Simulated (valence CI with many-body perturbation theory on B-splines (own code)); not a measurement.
The numbers below are computed, except where a source is named.
Sensitivity of CI+MBPT for Hg66+

Method: configuration interaction combined with many-body perturbation theory (CI+MBPT): four valence electrons over a frozen Dirac-Fock core [Ne], radial functions for each j: 6 s, 6 p, 5 d, 3 f, 1 g, with the one-electron correlation potential Σ1 (screened to all orders), the two-electron term Σ2, the three-electron term Σ3, Breit, model QED; selected single and double excitations, second order for the rest, scaled by the run's own slope (own B-spline code, finite nucleus).

The last digits are not significant, and no measured levels were compared; by estimate large intervals hold to a few tenths of a per cent, small ones and those within an open d or f shell to about a per cent.

The reference run has the lowest level (3s^2 3p1/2^2) J=0 and an ionisation energy of 8007.30 eV. Its largest variational space holds 9998 state functions.

Levels are named by their leading jj configuration (3d3/2^4 stands for four electrons in 3d with j = 3/2), which in mixed levels can hold well under half, so a name can repeat and another be missing.

Changed runs:
A. selection threshold (hartree) 2e-08 → 1e-06; core polarisation of operators on → off
B. cutoff of virtual states (hartree) 12800 → 8160
C. logarithmic knot step 0.27 → 0.4
D. correlating orbitals by l 3 3 3 2 1 → 0 0 0 0 0 (bad on purpose)

Excitation energies of the reference run in cm⁻¹, and shifts in cm⁻¹:

| Level | Reference | A | B | C | D |
| --- | --- | --- | --- | --- | --- |
| (3s^2 3p1/2 3p3/2) J=1 | 4116580 | -0.3 | -58 | -5.8 | -1213 |
| (3s^2 3p1/2 3p3/2) J=2 | 4198250 | -0.3 | -58 | -5.7 | -423 |
| (3s 3p1/2^2 3p3/2) J=2 | 5666150 | -0.1 | -47 | -19 | -1242 |
| (3s 3p1/2^2 3p3/2) J=1 | 5903290 | -0.2 | -57 | -15 | -28 |
| (3s^2 3p1/2 3d3/2) J=2 | 6076560 | -0.8 | -105 | +3.1 | +93 |
| (3s^2 3p1/2 3d3/2) J=1 | 6481540 | -0.7 | -94 | -0.8 | +2250 |
| (3s^2 3p1/2 3d5/2) J=2 | 7195080 | -0.8 | -108 | +1.3 | +350 |
| (3s^2 3p1/2 3d5/2) J=3 | 7208680 | -0.9 | -109 | +1.6 | +1035 |
| (3s 3p1/2^2 3d3/2) J=1 | 7664980 | -0.7 | -92 | -9.3 | +192 |
| (3s 3p1/2^2 3d3/2) J=2 | 7731700 | -1.1 | -92 | -9.3 | +627 |
| (3s^2 3p3/2^2) J=2 | 8379770 | 0 | -116 | -12 | -1340 |
| (3s^2 3p3/2^2) J=0 | 8560570 | +0.1 | -116 | -11 | -347 |
| Ionisation energy (eV) | 8007.30 | +3e-05 | -0.014 | -0.00091 | -0.60 |
